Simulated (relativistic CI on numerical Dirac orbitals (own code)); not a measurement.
## Forbidden transitions in Cr3+

Method of calculation: Dirac-Coulomb-Breit CI, KLI orbitals optimised for each configuration, model QED (radiative potential, 1s self-energy scaled to tabulated hydrogen-like ionisation energies), valence Slater integrals scaled by 0.85, configuration energies shifted to the measured levels that pair with them (semi-empirical) (own radial code, finite nucleus).

CI space (outside the closed core [Ne]): 3s2 3p6 3d3, 3s2 3p6 3d2 4s, 3s2 3p6 3d2 4p, 3s2 3p5 3d4, 3s2 3p6 3d2 4d, 3s2 3p6 3d2 5s, 3s2 3p6 3d 4s2, 3s2 3p6 3d2 5p, 3s2 3p6 3d2 4f, 3s2 3p6 3d2 5d, 3s2 3p6 3d 4s 4p, 3s2 3p6 3d2 5f, 3s2 3p6 3d2 5g, 3s2 3p4 3d5, 3s2 3p6 3d 4p2, 3s2 3p6 3d 4s 4d, 3s 3p6 3d4, 3s2 3p6 3d 4p 4d. Levels of other configurations are missing.

```
λ vac (nm)                    Lower                       Upper  Type   A (s⁻¹)        gf  Branching (%)
    95.608   3s2 3p6 3d3 4F_3/2 [1]  3s2 3p6 3d2 4s 4F_7/2 [22]    E2  6.31e+01  6.92e-08            2.5
    95.677   3s2 3p6 3d3 4F_7/2 [3]  3s2 3p6 3d2 4s 4F_9/2 [23]    E2  4.81e+02  6.60e-07           19.3
    95.814   3s2 3p6 3d3 4F_5/2 [2]  3s2 3p6 3d2 4s 4F_7/2 [22]    E2  6.63e+02  7.30e-07           26.7
    95.930   3s2 3p6 3d3 4F_3/2 [1]  3s2 3p6 3d2 4s 4F_5/2 [21]    E2  6.75e+02  5.59e-07           27.4
    96.016   3s2 3p6 3d3 4F_9/2 [4]  3s2 3p6 3d2 4s 4F_9/2 [23]    E2  1.66e+03  2.30e-06           66.8
    96.092   3s2 3p6 3d3 4F_7/2 [3]  3s2 3p6 3d2 4s 4F_7/2 [22]    E2  8.61e+02  9.53e-07           34.7
    96.138   3s2 3p6 3d3 4F_5/2 [2]  3s2 3p6 3d2 4s 4F_5/2 [21]    E2  5.62e+02  4.67e-07           22.8
    96.159   3s2 3p6 3d3 4F_3/2 [1]  3s2 3p6 3d2 4s 4F_3/2 [20]    E2  1.04e+03  5.77e-07           42.4
    96.367   3s2 3p6 3d3 4F_5/2 [2]  3s2 3p6 3d2 4s 4F_3/2 [20]    E2  9.96e+02  5.55e-07           40.5
    96.417   3s2 3p6 3d3 4F_7/2 [3]  3s2 3p6 3d2 4s 4F_5/2 [21]    E2  8.64e+02  7.22e-07           35.0
    96.434   3s2 3p6 3d3 4F_9/2 [4]  3s2 3p6 3d2 4s 4F_7/2 [22]    E2  5.87e+02  6.54e-07           23.7
    105.35   3s2 3p6 3d3 2G_7/2 [8]  3s2 3p6 3d2 4s 2F_5/2 [24]    E2  1.13e+03  1.12e-06           36.7
    105.73   3s2 3p6 3d3 2G_9/2 [9]  3s2 3p6 3d2 4s 2F_5/2 [24]    E2  1.73e+02  1.74e-07            5.6
    109.47   3s2 3p6 3d3 4P_5/2 [7]  3s2 3p6 3d2 4s 4F_9/2 [23]    E2  3.04e+02  5.47e-07           12.2
    109.67   3s2 3p6 3d3 4P_3/2 [6]  3s2 3p6 3d2 4s 4F_7/2 [22]    E2  1.81e+02  2.61e-07            7.3
    110.01   3s2 3p6 3d3 4P_5/2 [7]  3s2 3p6 3d2 4s 4F_7/2 [22]    E2  1.20e+02  1.74e-07            4.8
    110.09   3s2 3p6 3d3 4P_3/2 [6]  3s2 3p6 3d2 4s 4F_5/2 [21]    E2  1.70e+02  1.85e-07            6.9
    110.26   3s2 3p6 3d3 4P_1/2 [5]  3s2 3p6 3d2 4s 4F_3/2 [20]    E2  2.08e+02  1.52e-07            8.5
    110.29  3s2 3p6 3d3 2D_3/2 [12]  3s2 3p6 3d2 4s 2F_5/2 [24]    E2  1.56e+02  1.70e-07            5.1
    113.10  3s2 3p6 3d3 2H_9/2 [14]  3s2 3p6 3d2 4s 2F_5/2 [24]    E2  1.03e+03  1.19e-06           33.7
```

Terms are leading LS components. Brackets give the number of a level in order of energy, since labels repeat. The list gives strong lines, with weight on those to low levels, without configurations that were not tied to measured data, among the lowest 400 of 1464 levels, so that lines to higher ones, which can be the strongest, are missing, and without lines across small gaps between configurations, and without 51 lines that miss the measured interval by over 3.5 %, start from a term whose rates miss tabulated ones by over 60 %, have gauges far apart or, lacking measured levels, span too small a gap for the errors found; lines with a level outside our table were not tested and can miss by more. Levels whose partners in the same complex of configurations lie outside the list can be far off, and so can their lines. Rates are taken at the computed energies, electric ones in the length gauge.

Configurations whose levels could be paired with our table of measured levels were shifted onto them, all but the ground configuration, by the median error of their levels; single terms can still be off by 1,000 to 2,000 cm⁻¹ or more, and rates follow the energies as ν³ (E1, M1) or ν⁵ (E2). The others borrow a shift and can be off by several thousand cm⁻¹ or more. The fine structure of a lone outer electron comes out too small, for d and f at times inverted, and misplaced configurations move strength between like terms. 66 of the 66 excited levels that our extract of the measured tables holds in this range could be paired (the sources list more); they are missed by 611 cm⁻¹ on average and 3186 at most, after the shifts were fitted to these levels, and levels without a partner can miss by more. Some levels of the ground configuration have no partner and can miss by 10 % or more.

Question: From the table, what is the radiative lifetime of 3s2 3p6 3d2 4s 4F_7/2?

Answer: The listed rates from this level add up to about 2.47e+03 s⁻¹, 100 % of its decay; with all channels τ = 4.04e-04 s.
